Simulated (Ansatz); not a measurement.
```yaml
crystal:
  periodic: [false, false, false]
  atoms:
    - {symbol: N, position_ang: [-0.061587, -0.994719, 0.364027]}
    - {symbol: Sb, position_ang: [0.632717, 0.919303, 0.335397]}
    - {symbol: H, position_ang: [-0.745015, -1.194895, -0.354421]}
    - {symbol: H, position_ang: [0.695694, -1.659231, 0.270756]}
    - {symbol: H, position_ang: [0.422740, 1.273762, -1.338326]}
    - {symbol: H, position_ang: [-0.902349, 1.591880, 0.676466]}
basis:
  gaussian: {orbitals: def2-TZVPP}
total_charge: 1
magnetization: {spin_polarized: true, initial_magnetization: 1}
hamiltonian: {xc: {name: HF}, dispersion: d2}
accuracy: high
scf: {lower_state_search: light}
```

```sh
$ ansatz run in.yaml --threads 2 --pin off --events-out ev --progress --plain --max-ram 4352MiB
```

Q: How does Ansatz answer? (An estimate is asked.)

A: Computed: The input was rejected before any iteration.
```
Error: YAML parse error: error: line 14 column 43: hamiltonian.dispersion: `d2` is not `none`, `rvv10`, `d3bj`, `d3bjatm`, `d4` or a map `{method: …, s8: …, a1: …, a2_bohr: …}` (numbers without units, a2 in bohr) or `{method: …, functional: …}`
12 | total_charge: 1
13 | magnetization: {spin_polarized: true, initial_magnetization: 1}
14 | hamiltonian: {xc: {name: HF}, dispersion: d2}
15 | accuracy: high
16 | scf: {lower_state_search: light}
```
